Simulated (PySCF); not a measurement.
**Working out the ionisation energy of V⁺**

V⁺ [Ar] 3d4 (5D) → V²⁺ [Ar] 3d3 (4F). Computed with PySCF 2.14 in cc-pVTZ, with no relativity, point nucleus. Frozen: [Ar]. Energies in hartree (1 hartree = 27.21139 eV):

```csv
part,V⁺ (lower),V²⁺ (upper)
UHF,-942.674790,-942.186783
MP2 opposite-spin,0.000000,0.000000
MP2 same-spin,-0.045357,-0.017912
```

Question: What does Hartree-Fock give?

Answer: (-942.186783) − (-942.674790) = 0.488007 hartree = 13.279 eV.

Question: What do MP2 and SCS-MP2 (6/5 opposite-spin, 1/3 same-spin) give?

Answer: The opposite-spin parts differ by 0.000 eV and the same-spin parts by 0.747 eV. MP2: 13.279 + (0.000) + (0.747) = 14.026 eV. SCS-MP2: 13.279 + 1.2 × (0.000) + (0.747)/3 = 13.528 eV.

Reference: 14.634 ± 0.007 eV (measured; NIST Atomic Spectra Database, ionization energies), between the lowest levels; spin-orbit coupling is absent from the calculation.

The calculation is non-relativistic.

What remains against the reference includes basis incompleteness, the frozen core and correlation beyond second order.
